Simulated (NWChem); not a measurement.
C$_{4}$H$_{5}$O$_{3}$, doublet; SMILES CC1[CH]OC(=O)O1

```xyz
12

C     -0.5583     2.1299     0.5141
C     -0.0863     1.0753    -0.4705
C      1.2781     0.5160    -0.2151
O      1.1366    -0.7855     0.1545
C     -0.1705    -1.1594     0.0116
O     -0.5781    -2.2531     0.2073
O     -0.8940    -0.1003    -0.3769
H      0.0637     3.0328     0.4220
H     -1.6021     2.4059     0.3068
H     -0.4874     1.7583     1.5469
H     -0.1899     1.4619    -1.5015
H      2.1504     1.0405     0.1737
```
Atoms are numbered in this order, from 1.

Computed with NWChem. Spin-unrestricted. Coordinates come from a PBE0/def2-SVP, spin-unrestricted optimisation. No frequency run checked for a minimum. No stability test was run on the SCF state. Level: PBE0/def2-SVP with SMD (1 M gas to 1 M solution), gas-phase geometry. Reactions with the solvent are ignored.

| solvent | dielectric constant | solvation free energy (kcal/mol) | cavity-dispersion-structure term (kcal/mol) | dipole in solution (D) |
|---|---|---|---|---|
| water | 78.4 | -4.8 | 5.6 | 6.46 |
| anisole | 4.22 | ___ | -1.1 | 5.70 |
| toluene | 2.37 | -5.1 | -1.5 | 5.48 |
| ethyl acetate | 5.99 | -7.0 | -1.5 | 5.79 |
| diethyl ether | 4.24 | -6.9 | -2.0 | 5.70 |
| n-hexane | 1.88 | -4.3 | -1.4 | 5.35 |

Problem. Fill in the missing entries.

Solution. 
- anisole, solvation free energy (kcal/mol): -6.0
